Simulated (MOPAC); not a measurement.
Input file for MOPAC: AM1 on CH8Sn (a complex), monomers drawn apart or pushed together.

```
AM1 1SCF PRECISE CHARGE=0 THREADS=1
CH8Sn

Sn     0.13356854 1     0.15212734 1    -0.08765055 1
H     -1.29136275 1     0.93228077 1     0.43939690 1
H      0.07293431 1    -1.50056001 1     0.33887985 1
H      0.26165590 1     0.29418080 1    -1.78656392 1
H      1.49185619 1     0.88353472 1     0.64500917 1
C     -0.10571217 1    -0.12072467 1     3.40258900 1
H      0.87076988 1     0.29164092 1     3.15209194 1
H     -0.19206079 1    -0.21664093 1     4.48397627 1
H     -0.88652104 1     0.54351304 1     3.03451312 1
H     -0.21542502 1    -1.10173989 1     2.94221022 1
```

Output:

```
*******************************************************************************
 **                                                                           **
 **                              MOPAC v23.2.5                                **
 **                                                                           **
 *******************************************************************************
 ** MOPAC's Digital Object Identifier: https://doi.org/10.5281/zenodo.6511958 **
 **                                                                           **
 ** Please cite the open-source release paper for use of this MOPAC version:  **
 ** J. E. Moussa and J. J. P. Stewart (2026)                                  **
 ** MOPAC: An open-source semiempirical molecular orbital program             **
 ** J. Open Source Softw., 11(119), 8025, https://doi.org/10.21105/joss.08025 **
 *******************************************************************************

                              AM1 CALCULATION RESULTS

 *******************************************************************************
 *  AM1        - The AM1 Hamiltonian to be used
 *
 *
 *
 *                 CHARGE ON SYSTEM = 0
 *
 *
 *
 *  PRECISE    - TIGHTER CRITERIA TO BE USED
 *  1SCF       - DO 1 SCF AND THEN STOP
 *  THREADS=1  - MULTI-THREADING NOT USED
 *  T=         - A TIME OF 172800.0 SECONDS REQUESTED
 *  DUMP=N     - RESTART FILE WRITTEN EVERY 7200.0 SECONDS REQUESTED
 *******************************************************************************
AM1 1SCF PRECISE CHARGE=0 THREADS=1
 CH8Sn

   ATOM   CHEMICAL          X               Y               Z
  NUMBER   SYMBOL      (ANGSTROMS)     (ANGSTROMS)     (ANGSTROMS)

     1      Sn          0.13356854  *   0.15212734  *  -0.08765055  *
     2       H         -1.29136275  *   0.93228077  *   0.43939690  *
     3       H          0.07293431  *  -1.50056001  *   0.33887985  *
     4       H          0.26165590  *   0.29418080  *  -1.78656392  *
     5       H          1.49185619  *   0.88353472  *   0.64500917  *
     6       C         -0.10571217  *  -0.12072467  *   3.40258900  *
     7       H          0.87076988  *   0.29164092  *   3.15209194  *
     8       H         -0.19206079  *  -0.21664093  *   4.48397627  *
     9       H         -0.88652104  *   0.54351304  *   3.03451312  *
    10       H         -0.21542502  *  -1.10173989  *   2.94221022  *



          CARTESIAN COORDINATES

    NO.       ATOM           X           Y           Z

     1        Sn          0.1336      0.1521     -0.0877
     2         H         -1.2914      0.9323      0.4394
     3         H          0.0729     -1.5006      0.3389
     4         H          0.2617      0.2942     -1.7866
     5         H          1.4919      0.8835      0.6450
     6         C         -0.1057     -0.1207      3.4026
     7         H          0.8708      0.2916      3.1521
     8         H         -0.1921     -0.2166      4.4840
     9         H         -0.8865      0.5435      3.0345
    10         H         -0.2154     -1.1017      2.9422

  H: (AM1): M.J.S. DEWAR ET AL, J. AM. CHEM. SOC. 107 3902-3909 (1985)
  C: (AM1): M.J.S. DEWAR ET AL, J. AM. CHEM. SOC. 107 3902-3909 (1985)
 Sn: (AM1): J. J. P. STEWART, J. MOL. MOD., 10, 155-164 (2004)

           Empirical Formula: C H8 Sn  =    10 atoms



      MOLECULAR POINT GROUP   :   C3


      RHF CALCULATION, NO. OF DOUBLY OCCUPIED LEVELS = 8


 -------------------------------------------------------------------------------
 AM1 1SCF PRECISE CHARGE=0 THREADS=1
 CH8Sn



     1SCF WAS SPECIFIED, SO BFGS WAS NOT USED
     SCF FIELD WAS ACHIEVED


                              AM1 CALCULATION
                                                       MOPAC v23.2.5 Linux




          FINAL HEAT OF FORMATION =         29.06721 KCAL/MOL =     121.61721 KJ/MOL


          COSMO AREA              =        122.22 SQUARE ANGSTROMS
          COSMO VOLUME            =        110.35 CUBIC ANGSTROMS

          IONIZATION POTENTIAL    =         10.444296 EV
          HOMO LUMO ENERGIES (EV) =        -10.444 -0.124
          NO. OF FILLED LEVELS    =          8
          MOLECULAR WEIGHT        =        138.7642         POINT GROUP:  C3

          MOLECULAR DIMENSIONS (Angstroms)

            Atom       Atom       Distance
            H     8    H     4     6.30765
            H     5    H     2     2.79122
            H     3    H     2     2.41718


          SCF CALCULATIONS        =          1





   ATOM   CHEMICAL          X               Y               Z
  NUMBER   SYMBOL      (ANGSTROMS)     (ANGSTROMS)     (ANGSTROMS)

     1      Sn          0.13356854  *   0.15212734  *  -0.08765055  *
     2       H         -1.29136275  *   0.93228077  *   0.43939690  *
     3       H          0.07293431  *  -1.50056001  *   0.33887985  *
     4       H          0.26165590  *   0.29418080  *  -1.78656392  *
     5       H          1.49185619  *   0.88353472  *   0.64500917  *
     6       C         -0.10571217  *  -0.12072467  *   3.40258900  *
     7       H          0.87076988  *   0.29164092  *   3.15209194  *
     8       H         -0.19206079  *  -0.21664093  *   4.48397627  *
     9       H         -0.88652104  *   0.54351304  *   3.03451312  *
    10       H         -0.21542502  *  -1.10173989  *   2.94221022  *

                             CARTESIAN COORDINATES

   1   Sn        0.133568540     0.152127340    -0.087650550
   2    H       -1.291362750     0.932280770     0.439396900
   3    H        0.072934310    -1.500560010     0.338879850
   4    H        0.261655900     0.294180800    -1.786563920
   5    H        1.491856190     0.883534720     0.645009170
   6    C       -0.105712170    -0.120724670     3.402589000
   7    H        0.870769880     0.291640920     3.152091940
   8    H       -0.192060790    -0.216640930     4.483976270
   9    H       -0.886521040     0.543513040     3.034513120
  10    H       -0.215425020    -1.101739890     2.942210220


           Empirical Formula: C H8 Sn  =    10 atoms



      MOLECULAR POINT GROUP   :   C3


                  EIGENVALUES
 -29.49235 -18.27585 -13.48837 -13.46560 -13.46356 -10.58704 -10.58654 -10.44430
  -0.12414   3.88824   3.88899   3.91985   4.74466   4.74550   4.74956   5.38356


              NET ATOMIC CHARGES AND DIPOLE CONTRIBUTIONS

  ATOM NO.   TYPE          CHARGE      No. of ELECS.   s-Pop       p-Pop
    1         Sn           1.104974        2.8950     1.37297     1.52206
    2          H          -0.278058        1.2781     1.27806
    3          H          -0.278071        1.2781     1.27807
    4          H          -0.278069        1.2781     1.27807
    5          H          -0.278101        1.2781     1.27810
    6          C          -0.275785        4.2758     1.21796     3.05782
    7          H           0.071948        0.9281     0.92805
    8          H           0.067645        0.9324     0.93236
    9          H           0.071762        0.9282     0.92824
   10          H           0.071755        0.9282     0.92824
 DIPOLE           X         Y         Z       TOTAL
 POINT-CHG.    -0.007    -0.009     0.119     0.119
 HYBRID        -0.004    -0.004     0.045     0.045
 SUM           -0.011    -0.013     0.164     0.165


          ATOMIC ORBITAL ELECTRON POPULATIONS

     Atom    s        px        py        pz
    1 Sn   1.37297   0.50767   0.50765   0.50673
    2  H   1.27806
    3  H   1.27807
    4  H   1.27807
    5  H   1.27810
    6  C   1.21796   1.02037   1.02012   1.01733
    7  H   0.92805
    8  H   0.93236
    9  H   0.92824
   10  H   0.92824

 **********************
 *                    *
 * JOB ENDED NORMALLY *
 *                    *
 **********************




 == MOPAC DONE ==
```

The run finished.

Cost: very roughly 0.020 core-seconds.
